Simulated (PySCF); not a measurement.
**C₆ coefficients of unlike pairs at PBE0**

Calculated with PySCF 2.14 from the dipole response of each species, C₆(A,B) = (3/π) ∫ α_A(iu) α_B(iu) du, in atomic units, from isotropic polarisabilities. For ions this is the dispersion term alone; charge-induced terms of lower order in 1/R come first.

```csv
species,configuration,basis,relativity,α (bohr³),C₆ (like pair)
Au,[Xe] 4f14 5d10 6s1 (2S),"aug-cc-pVTZ-PP with one added diffuse shell each of s, p, d, f, g type with ECP60MDF (7s7p6d4f3g)",core potential,37.36,342.1
B,[He] 2s2 2p1 (2P),"aug-cc-pCVTZ-DK with one added diffuse shell each of s, p, d, f type (8s7p5d3f)",spin-free X2C,22.61,109.9
F³⁺,[He] 2s2 2p2 (3P),aug-cc-pwCVQZ (9s8p6d4f2g),none,0.9452,0.8520
F²⁺,[He] 2s2 2p3 (4S),"x2c-TZVPPall with one added diffuse shell each of s, p, d type (6s4p3d1f)",spin-free X2C,1.235,1.555
```

Question: Estimate C₆ for F³⁺ with Au.

Answer: The integral gives 14.99. The combination rule 2 C_A C_B / (C_A α_B/α_A + C_B α_A/α_B) gives 13.77 and the geometric mean 17.07.

No spin-orbit coupling is included.

The other pairs:

| pair | C₆ |
| --- | --- |
| B, Au | 190.9 |
| F²⁺, B | 10.07 |
| F²⁺, F³⁺ | 1.150 |
| F³⁺, B | 7.587 |
| F²⁺, Au | 20.02 |
